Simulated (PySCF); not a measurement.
O2 (SMILES O=O), triplet, at a GFN2-xTB geometry. Base run: DF-PBE0/aug-cc-pVDZ (PySCF).

PySCF was given this input:
```python
from pyscf import gto, scf, dft

mol = gto.M(
    atom='''
O    -0.00000000   -0.00000000   -0.60491107
O     0.00000000    0.00000000    0.60491107
''',
    basis='aug-cc-pvdz',
    spin=2,
    verbose=4,
)

mf = dft.UKS(mol)
mf.xc = 'pbe0'
mf = mf.density_fit(auxbasis='def2-universal-jkfit')
mf.kernel()
```

Variants of this job, named by their change:

| change | basis functions | E (Eh) | HOMO (eV) |
|---|---|---|---|
| base | 46 | -150.19626 | -9.06 |
| basis = pcseg-0 | 18 | … | … |
| basis = 6-31G | 18 | -150.11212 | -9.10 |
| basis = 3-21G | 18 | -149.31903 | -8.46 |
| basis = cc-pVDZ | … | … | … |
| basis = 6-311G** | 36 | -150.20937 | -8.89 |
| basis = 6-311++G** | … | … | … |
| basis = 6-311+G(2d,p) | 54 | -150.21929 | -9.07 |
| basis = cc-pVTZ | 60 | -150.22649 | -8.89 |
| basis = def2-TZVP | … | … | … |
| basis = cc-pVQZ | 110 | -150.23931 | -8.98 |
| basis = def2-QZVPP | 114 | -150.24237 | -9.01 |
| basis = def2-QZVP | 114 | -150.24237 | -9.01 |

Question: Complete the blanks.

Answer: 
- basis = pcseg-0, E (Eh): -149.71512
- basis = pcseg-0, HOMO (eV): -9.13
- basis = cc-pVDZ, basis functions: 28
- basis = cc-pVDZ, E (Eh): -150.18171
- basis = cc-pVDZ, HOMO (eV): -8.66
- basis = 6-311++G**, basis functions: 44
- basis = 6-311++G**, E (Eh): -150.21429
- basis = 6-311++G**, HOMO (eV): -9.14
- basis = def2-TZVP, basis functions: 62
- basis = def2-TZVP, E (Eh): -150.23516
- basis = def2-TZVP, HOMO (eV): -9.00

Totals compare only among sets that treat the same electrons; sets with core potentials leave the core out.

Open shells are given as the SCF converged; they aren't shown to be the lowest states, and a large step between rows can be another state.
